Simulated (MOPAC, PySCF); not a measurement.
CH₉NSi₂, SMILES `[SiH2](N)[SiH2]C` (C–Si–Si–N torsion -63°, Si–Si–N–H torsion -53°), neutral singlet in the gas phase. 

Z-matrix (Å, degrees):
```
Si
H 1 1.4916
H 1 1.4941 2 106.97
C 1 1.8768 2 110.55 3 119.48
H 4 1.0920 1 110.35 2 178.46
H 4 1.0921 5 108.45 1 -121.94
H 4 1.0921 5 107.95 6 -117.12
Si 1 2.3410 2 109.31 3 -117.30
N 8 1.7295 1 108.08 2 174.76
H 9 1.0079 8 118.86 1 -53.18
H 9 1.0082 10 110.26 8 142.92
H 8 1.4904 9 106.78 10 -172.49
H 8 1.4981 12 106.20 9 123.59
```
Charge 0, multiplicity 1.

All levels are single points at this geometry (PBE0-D4/def2-TZVP); Pople sets use spherical d functions. Orbital energies aren't observables, and empty levels follow the basis.

```tsv
level	HOMO (eV)	LUMO (eV)	gap (eV)	dipole (D)	vertical IE, Delta-SCF (eV)
PBE-D3(BJ)/def2-TZVP in PySCF	-5.86	-0.79	5.07	1.33	8.84
PBE0-D4/def2-TZVP in PySCF	-7.18	0.04	7.22	1.28	9.17
B3LYP/3-21G in PySCF	-6.29	0.79	7.09	1.38	–
B3LYP/6-311+G** in PySCF	-7.00	-0.50	6.50	1.06	–
B3LYP/6-31G* in PySCF	-6.66	0.37	7.03	1.33	8.98
B3LYP/LANL2DZ in PySCF	-6.58	0.54	7.12	1.02	–
M06-2X/6-31G* in PySCF	-8.18	1.29	9.48	1.27	–
PBE/6-31G* in PySCF	-5.51	-0.28	5.22	1.42	8.67
SVWN5/6-31G* in PySCF	-5.56	-0.45	5.12	1.43	8.75
HF/6-31G* in PySCF	-10.09	3.68	13.77	1.25	–
HF/STO-3G in PySCF	-7.71	11.13	18.83	0.82	–
AM1 in MOPAC	-9.52	-0.73	8.79	0.95	–
PM6 in MOPAC	-8.30	-0.16	8.14	1.49	–
```
